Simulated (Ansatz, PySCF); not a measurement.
The same groups moved round the core (norbornane formyl+boryl). Gas-phase values, no solvent. One relaxed conformer stands for each flexible species; it need not be the lowest. Strings in code marks are SMILES.

Quantity: electronic energy of isomers of C8H13BO relative to `B[C@]12CC[C@](C=O)(CC1)C2`, in kcal/mol.

Level 1: B3LYP-D3(BJ)/def2-TZVP // PBE0-D4/def2-SVP (PySCF)
Level 2: PBE-D3(BJ)/def2-TZVP // PBE0-D4/def2-SVP (PySCF)
Level 3: frozen-core MP2/cc-pVDZ // PBE0-D4/def2-SVP (Ansatz, an electronic-structure program)
Level 4: B3LYP/3-21G // PBE0-D4/def2-SVP (PySCF)

```tsv
species	level 1	level 2	level 3	level 4
`B[C@@H]1C[C@H]2C[C@@H]1C[C@@H]2C=O`	1.70	1.50	2.02	1.59
`B[C@@H]1[C@@H]2CC[C@@H](C2)[C@@H]1C=O`	3.31	2.78	5.03	5.77
`B[C@@]1(C=O)C[C@@H]2CC[C@H]1C2`	0.93	0.07	0.69	0.56
`B[C@@H]1C[C@H]2CC[C@@H]1[C@H]2C=O`	3.52	0.32	5.38	4.01
`B[C@]12CC[C@H](CC1)[C@@H]2C=O`	1.97	2.00	2.11	1.90
```
